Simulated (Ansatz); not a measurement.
Cl$_{2}$Ni (SMILES [Cl][Ni][Cl]), triplet, at a GFN2-xTB geometry (such geometries of metal compounds can be far from the true shape); PBE0/6-31G in Ansatz (a quantum-chemistry and plane-wave program).

The Ansatz input:
Ansatz 0.2 input:
```yaml
crystal:
  periodic: [false, false, false]
  atoms:
    - {symbol: Ni, position_ang: [0.00000000, 0.00000000, 0.00000000]}
    - {symbol: Cl, position_ang: [0.00000000, 0.00000000, 1.93482584]}
    - {symbol: Cl, position_ang: [-0.00000000, -0.00000000, -1.93482584]}
basis:
  gaussian:
    orbitals: 6-31G
hamiltonian:
  xc: pbe0
magnetization: {spin_polarized: true, initial_magnetization: 2}
```

Output, abridged:

```
Functional definition: PBE0
564 factors; integrals over basis functions are off by at most 2.0e-4 eV
mean field evaluation 1: about -66065.0281 eV, gradient 2.5e1 eV
mean field evaluation 2: about -66054.0468 eV, gradient 7.5e1 eV
mean field evaluation 4: about -66067.3895 eV, gradient 4.2e0 eV
mean field evaluation 8: about -66067.5382 eV, gradient 1.7e-1 eV
mean field evaluation 16: about -66067.5927 eV, gradient 7.1e-1 eV
mean field evaluation 32: about -66067.2405 eV, gradient 3.2e0 eV
mean field -66067.67191252 eV, -2427.9421605087 hartree, gradient 9.6e-6 eV, S^2 2.002949; 6 other end points of the search recorded, 0 dependent functions left out
reference -66067.67194528 eV, -2427.9421617127 hartree; 32, 30 occupied and 23, 25 virtual orbitals, 564 factors
Total energy: -66067.67194528 eV, -2427.9421617127 hartree
```
